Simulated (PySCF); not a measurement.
Bond length, frequency and bond energy of GaH by level of theory

State: ¹Σ⁺ (singlet), closed shell. Set-up: PySCF, no relativity, basis sets Ga def2-SVPD, H def2-SVPD. De refers to Ga + H in their high-spin ground configurations, without counterpoise correction. A positive dipole means Ga(−)H(+).

```tsv
Level	Re (Å)	ωe (cm⁻¹)	De (eV)	μ (D)	CPU s a point (SCF and correlation, without the integrals)
RHF	1.670	1681	2.08	-0.05	0.033
RHF-MP2	1.655	1686	2.74	n/a	0.049
RHF-SCS-MP2	1.660	1667	2.83	n/a	n/a
RHF-CCSD	1.666	1635	2.89	n/a	n/a
RHF-CCSD(T)	1.667	1629	2.90	n/a	0.37
PBE	1.701	1535	2.90	-0.51	0.29
PW91	1.697	1543	2.92	-0.52	0.22
r²SCAN	1.674	1609	2.91	-0.32	0.38
TPSSh	1.680	1606	3.08	-0.38	0.41
PBE0	1.682	1604	2.86	-0.35	0.56
MN15	1.676	1610	2.98	-0.41	0.42
ωB97X	1.673	1636	3.04	-0.33	0.35
```

Question: Which functional lies closest to RHF-CCSD(T) in De, which farthest, and by how much do they differ from it?

Answer: Closest is PBE (+3.4 pm in Re, -5.8 % in ωe, +0.00 eV in De against RHF-CCSD(T) in the same basis), farthest TPSSh (+1.3 pm in Re, -1.4 % in ωe, +0.18 eV in De). CCSD(T) converges more slowly with the basis than the functionals do and binds too weakly in this one, so the order can change at the basis-set limit.

Question: What does a quarter of exact exchange do here, going from PBE to PBE0?

Answer: PBE0 less PBE: -1.9 pm in Re, +4.5 % in ωe, -0.04 eV in De. Exact exchange removes part of the self-interaction that spreads semilocal densities, and in most molecules shortens and stiffens the bond and lowers De; so it does here.

Question: What does the step from GGA to meta-GGA do here, going from PBE to r²SCAN?

Answer: r²SCAN less PBE: -2.7 pm in Re, +4.8 % in ωe, +0.01 eV in De. 

Correlated steps freeze 9 core orbitals. Correlated levels converge slowly with the basis: in double zeta they bind strong bonds too weakly, by up to about 1 eV, and carry superposition errors of some tenths. Where the molecule has an RHF reference, its open-shell atoms are computed with UHF.

The whole job (state search and all levels along the bond) took about 0.77 min on 1 thread of Intel Xeon 6975P-C (shared host), peak memory 0.54 GiB.
